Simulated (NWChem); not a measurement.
# BNH3, doublet; SMILES N[BH]

All runs: NWChem. Spin-unrestricted. In the optimisation the excess spin sits in a' (Cs, its own frame). Coordinates come from a PBE-D3(BJ)/def2-SVP, spin-unrestricted optimisation. No stability test was run on the SCF state. Vertical excitations in the gas phase; the lowest state need not have the same character in each row. Excited states of an open shell can be spin-contaminated.

```json
[
 {"level": "PBE/def2-SVP, TDA", "lowest excitation (eV)": "3.25", "oscillator strength of that lowest state": "0.014", "lowest empty minus highest occupied level, either spin (eV)": "2.48"},
 {"level": "B3LYP/def2-SVP, TDA", "lowest excitation (eV)": "3.30", "oscillator strength of that lowest state": "0.015", "lowest empty minus highest occupied level, either spin (eV)": "4.00"},
 {"level": "PBE0/def2-SVP, TDA", "lowest excitation (eV)": "3.31", "oscillator strength of that lowest state": "0.015", "lowest empty minus highest occupied level, either spin (eV)": "4.79"},
 {"level": "LDA (Slater exchange, VWN5)/def2-SVP, TDA", "lowest excitation (eV)": "3.06", "oscillator strength of that lowest state": "0.013", "lowest empty minus highest occupied level, either spin (eV)": "1.87"}
]
```
